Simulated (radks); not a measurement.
Radial electron density D(r) = 4 pi r^2 rho(r) of an atom or ion with 37 electrons. Calculated with a radial shooting solver on a logarithmic mesh with Libxc functionals: non-relativistic Kohn-Sham, PBE, spin-polarised, spherical densities, point nucleus.

```
   r/bohr * D(r) (the largest magnitude, 62.5, reaches the edge; | marks zero)
 0.002842 |  *
 0.003761 |     *
 0.004976 |        *
 0.006584 |            *
 0.008711 |                   *
  0.01153 |                          *
  0.01525 |                                   *
  0.02018 |                                         *
   0.0267 |                                            *
  0.03533 |                                         *
  0.04674 |                                      *
  0.06185 |                                      *
  0.08183 |                                              *
   0.1083 |                                                      *
   0.1433 |                                                  *
   0.1895 |                                     *
   0.2508 |                                  *
   0.3318 |                                        *
   0.4391 |                                    *
   0.5809 |                   *
   0.7686 |         *
    1.017 |        *
    1.346 |      *
     1.78 |  *
    2.356 |*
    3.117 *
    4.124 *
    5.457 *
```

What is the nuclear charge?

Answer. Z = 41. The innermost maximum, from 1s, lies near 1/Z = 0.0244 bohr (found: 0.0267), and its height grows with Z. The density is that of the niobium ion Nb4+ in [Kr] 4d1; the configuration itself is not fixed sharply by these data, and Z only to a few units. D(r) has 4 maxima, at r = 0.0267, 0.115, 0.357, 0.962 bohr, and minima at 0.0527, 0.232, 0.946 bohr, inside which lie 2.05, 11.16, 29.75 electrons.
